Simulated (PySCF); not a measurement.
System: CH5AlO2, net charge 0, singlet state. 
Coordinates optimised at B3LYP-D3(BJ)/def2-TZVP (Ansatz):
```xyz
9

Al     0.0360     0.0341     0.0018
C     -1.4368    -1.2196    -0.1085
H     -1.1266    -2.1422    -0.6057
H     -2.2794    -0.8034    -0.6623
H     -1.7868    -1.5010     0.8875
O     -0.0899     1.5286    -0.8023
H      0.5753     2.2168    -0.8164
O      1.4113    -0.4060     0.9020
H      2.1984     0.1240     1.0268
```

Dispersion corrections to the total energy (kcal/mol) from the dftd3 and dftd4 libraries through PySCF: D3(BJ) without and D4 with the three-body term, each with the damping fitted for the functional named.

| functional | D3(BJ) | D4 |
|---|---|---|
| B3LYP | -5.30 | -4.88 |
| PW6B95 | -1.61 | ? |
| CAM-B3LYP | -2.41 | -2.59 |
| HSE06 | -2.03 | -2.39 |
| LC-wPBE | ? | -3.38 |
| revPBE | -7.31 | -9.03 |
| PBE | -2.95 | ? |

Q: Fill in the missing entries.

A: 
- PW6B95, D4: -2.70
- LC-wPBE, D3(BJ): -2.87
- PBE, D4: -3.03
